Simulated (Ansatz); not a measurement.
Cost and result for the atomization energy of C3H8O2Si, SMILES `C[SiH2]OC(C)=O` (14 atoms, 13 bonds).

Z-matrix (Å, degrees):
```
C
Si 1 1.856
H 1 1.093 2 110.2
H 1 1.092 2 111.0 3 119.7
H 1 1.092 2 111.0 3 -119.7
O 2 1.696 1 104.2 3 -180.0
H 2 1.482 1 111.4 3 -62.1
H 2 1.482 1 111.4 3 62.2
C 6 1.340 2 118.0 1 -180.0
C 9 1.495 6 112.7 2 180.0
O 9 1.203 6 122.0 2 -0.0
H 10 1.087 9 110.0 6 -180.0
H 10 1.092 9 109.6 6 58.7
H 10 1.092 9 109.6 6 -58.7
```

The species carries charge 0 and has multiplicity 1. Geometry: relaxed with PBE0-D4/def2-TZVP. It is one conformer, not always the lowest. Program: Ansatz. All runs use 2 threads of an AMD EPYC 7R13 on a shared host and a share of an NVIDIA H100 80 GB. Times are those of one run each, without the atoms' runs, and a repeat can differ threefold. Electronic energies, without spin–orbit coupling; frozen cores. CCSD(T)/CBS adds CCSD(T) − MP2 in def2-TZVPP to the MP2 limit, and its time is that of the two runs behind it. T1 = 0.014. B3LYP takes the VWN-RPA correlation (the form of Gaussian; ORCA's B3LYP/G).

CCSD(T)/CBS is a level of theory with its own doubt, some kJ/mol a heavy atom from the limit and from the frozen cores, so smaller differences don't rank the functionals.

```json
{"level": "CCSD(T)/CBS(def2)", "functions": "–", "atomization (kcal/mol)": "1338.5", "difference from CCSD(T)/CBS": "0.0", "per bond": "0.0"}
{"level": "ωB97M-V/def2-TZVPP (with forces)", "functions": "309", "atomization (kcal/mol)": "1342.7", "difference from CCSD(T)/CBS": "4.2", "per bond": "0.3"}
{"level": "CCSD(T)/def2-TZVPP", "functions": "309", "atomization (kcal/mol)": "1305.3", "difference from CCSD(T)/CBS": "-33.2", "per bond": "-2.5"}
{"level": "B3LYP-D4/def2-TZVPP (with forces)", "functions": "309", "atomization (kcal/mol)": "1337.3", "difference from CCSD(T)/CBS": "-1.2", "per bond": "-0.1"}
{"level": "ωB97X-V/def2-TZVPP", "functions": "309", "atomization (kcal/mol)": "1342.6", "difference from CCSD(T)/CBS": "4.1", "per bond": "0.3"}
{"level": "PBE-D4/def2-TZVPP (with forces)", "functions": "309", "atomization (kcal/mol)": "1364.3", "difference from CCSD(T)/CBS": "25.8", "per bond": "2.0"}
{"level": "PBE0-D4/def2-TZVPP", "functions": "309", "atomization (kcal/mol)": "1338.9", "difference from CCSD(T)/CBS": "0.4", "per bond": "0.0"}
{"level": "MP2/def2-QZVPP", "functions": "595", "atomization (kcal/mol)": "1348.6", "difference from CCSD(T)/CBS": "10.1", "per bond": "0.8"}
{"level": "r2SCAN-D4/def2-TZVPP (with forces)", "functions": "309", "atomization (kcal/mol)": "1343.5", "difference from CCSD(T)/CBS": "5.0", "per bond": "0.4"}
{"level": "B2PLYP/def2-TZVPP", "functions": "309", "atomization (kcal/mol)": "1325.5", "difference from CCSD(T)/CBS": "-13.0", "per bond": "-1.0"}
```

(1) Order the runs by time, with rough figures. (Estimate.)

Results:

(1) Ansatz gave: PBE0-D4/def2-TZVPP 3.5 s; PBE-D4/def2-TZVPP (with forces) 3.6 s; B3LYP-D4/def2-TZVPP (with forces) 5.5 s; r2SCAN-D4/def2-TZVPP (with forces) 6.5 s; MP2/def2-QZVPP 7 s; ωB97X-V/def2-TZVPP 9 s; B2PLYP/def2-TZVPP 11 s; CCSD(T)/def2-TZVPP 12 s; CCSD(T)/CBS(def2) 19 s; ωB97M-V/def2-TZVPP (with forces) 26 s.

In def2-TZVPP, CCSD(T) changes the Hartree–Fock value by +323.5 kcal/mol (the triples alone add +19.6 kcal/mol) and MP2 by +347.1 kcal/mol; breaking electron pairs costs correlation energy, which Hartree–Fock lacks. The D4 term adds +10.3 kcal/mol with B3LYP and +5.4 kcal/mol with PBE0; it sums over pairs of atoms, weighted by their polarisabilities, and B3LYP, whose exchange is more repulsive, gets the larger term. From PBE to PBE0 (25 % exact exchange), in def2-TZVPP and without D4, the atomization energy moves by −24.4 kcal/mol: exact exchange takes away binding that semilocal exchange gives to molecules.
